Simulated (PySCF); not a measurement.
Species: C₅H₅ClS₃.
SMILES with atom numbers: `[CH3:1][CH2:2][c:3]1[s:4][c:5](=[S:6])[s:7][c:8]1[Cl:9]` (hydrogens: H10, H11, H12 on C1; H13, H14 on C2)

The calculation used PySCF 2.14.0, density-fitted response routines, TDDFT CAM-B3LYP/def2-SVPD, vertical, gas phase, core orbitals frozen in the response. Geometry: GFN2-xTB, one conformer, isolated molecule. Torsions of this conformer, `[CH3:1][CH2:2][c:3]1[s:4][c:5](=[S:6])[s:7][c:8]1[Cl:9]`: C1–C2–C3–S4 83°.

Kohn–Sham orbitals with the atoms that hold most of them (Löwdin shares over 4%, at most four atoms; ? is withheld):

| orbital | ε (eV) | atoms |
| --- | --- | --- |
| LUMO+2 | 0.28 | C8 26%, C3 26%, S4 10%, S7 10% |
| LUMO+1 | -0.01 | S4 27%, S7 26%, C5 11%, C8 9% |
| LUMO | ? | ? |
| HOMO | -7.60 | ? |
| HOMO-1 | -8.08 | S6 72%, C5 14%, S7 5%, S4 5% |
| HOMO-2 | -9.87 | S7 29%, Cl9 21%, S4 16%, C8 13% |
| HOMO-3 | -10.12 | S4 21%, C3 17%, C5 14%, S6 13% |

Problem. Which atoms hold the HOMO, and with what shares?

Solution. S6 (bonded to C) 31%; S4 (bonded to 2 C) 14%; S7 (bonded to 2 C) 13%; C8 (bonded to C, Cl and S) 13%. By element: sulfur 59%, carbon 13% or more.

Problem. Give the leading atoms of the LUMO.

Solution. C5 (bonded to 3 S) 36%; S6 (bonded to C) 31%; S7 (bonded to 2 C) 15%; S4 (bonded to 2 C) 14%. By element: sulfur 60%, carbon 36% or more.

Problem. What is the LUMO energy, and the HOMO–LUMO gap?

Solution. ε(LUMO) = -1.16 eV; the gap is 6.44 eV (0.2368 hartree).

Problem. How does S1 compare with the orbital gap of 6.44 eV?

Solution. S1 is at 2.95 eV (f = 0.0000), 3.50 eV below the gap, made of HOMO-1→LUMO (99%). Its leading pair isn't HOMO and LUMO; the energies of that pair differ by 6.92 eV. Without the coupling terms of the response equations the lowest excitation would equal the gap.

Problem. Give energy, strength and leading configuration of S1, S2, S3 and S5, and follow the Löwdin shares of the leading atoms from the occupied to the empty orbital.

Solution. 
- S1 (2.95 eV, f 0.0000), HOMO-1→LUMO (99%): S6 72% → 31%, C5 14% → 36%
- S2 (3.81 eV, f 0.194), HOMO→LUMO (96%): S6 31% → 31%, S4 14% → 14%, C5 at most 13% → 36%
- S3 (4.27 eV, f 0.0014), HOMO→LUMO+1 (88%): S6 31% → at most 9%, S4 14% → 27%, S7 13% → 26%
- S5 (5.12 eV, f 0.0049), HOMO-1→LUMO+1 (84%): S6 72% → at most 9%, C5 14% → 11%, S4 5% → 27%, S7 5% → 26%

Hardware: one thread, Arm Neoverse V1 (aarch64), shared host with 32 logical CPUs at a one-minute load of 15. Cost: 84 s (grids of density and orbitals included), 1.1 GiB resident at most.
